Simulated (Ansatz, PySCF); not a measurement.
Gas-phase reaction in SMILES: CO (CH4O) -> [CH2]O + H atom (the C-H bond at the site shown breaks; other sites are not compared here)
Geometries: B3LYP-D3(BJ)/def2-TZVP minima from Ansatz (a program for electronic structure), one conformer each, not searched for the lowest.

Quantity: bond dissociation energy (enthalpy at 298 K, with B3LYP-D3(BJ) rigid-rotor harmonic-oscillator terms from PySCF), in kcal/mol. Cores are frozen in the correlated levels unless marked. UHF or UKS for open shells. Spin-orbit coupling is left out. Non-relativistic. Basis-set limits of correlation are two-point, X^-3; Hartree-Fock from the larger set. [CCSD(T)-MP2]/basis is that difference in the basis named.

From measured enthalpies of formation at 298 K: 96.2 kcal/mol (CO (CH4O) -48.0, ATcT 1.112; [CH2]O -3.8, ATcT 1.112; H atom 52.1, ATcT 1.112). It holds spin-orbit effects, and any other conformers, which the calculations lack, and core correlation, which the frozen-core levels lack.

```tsv
level	program	bond dissociation energy (kcal/mol)	error against measurement
HF/STO-3G	Ansatz	97.9	1.7
HF/cc-pVQZ	Ansatz	72.3	-23.9
RI-HF/aug-cc-pVQZ	Ansatz	72.2	-24.0
RI-HF/def2-QZVPP	Ansatz	72.2	-24.0
BLYP-D4/def2-TZVPD	Ansatz + dftd4	91.8	-4.4
M06-L-D4/def2-TZVPD	PySCF + dftd4	93.7	-2.5
B3LYP-D4/def2-TZVPD	Ansatz + dftd4	93.6	-2.6
PBE0-D3(BJ)/def2-TZVP	Ansatz + dftd3	91.6	-4.6
BHLYP-D3(BJ)/def2-TZVPD	Ansatz + dftd3	93.1	-3.1
MP2/cc-pVDZ	Ansatz	90.1	-6.1
MP2/def2-TZVPPD	Ansatz	94.8	-1.4
RI-MP2/def2-QZVPP	Ansatz	95.5	-0.7
SCS-MP2/6-31G*	Ansatz	89.5	-6.7
SCS-MP2/def2-SVP	Ansatz	92.9	-3.3
CCSD(T)/def2-SVP	Ansatz	92.1	-4.1
CCSD(T)/def2-SVPD	Ansatz	93.7	-2.5
CCSD(T)/cc-pVTZ	Ansatz	95.0	-1.2
CCSD(T)/cc-pwCVTZ	Ansatz	95.0	-1.2
RI-MP2/CBS(aug-cc-pVTZ,aug-cc-pVQZ)+[CCSD(T)-MP2]/aug-cc-pVDZ	Ansatz	97.1	0.9
RI-MP2/CBS(cc-pVTZ,cc-pVQZ)+[CCSD(T)-MP2]/cc-pVTZ	Ansatz	96.9	0.7
CCSD(T)/CBS(cc-pVTZ,cc-pVQZ)	Ansatz	96.5	0.3
```
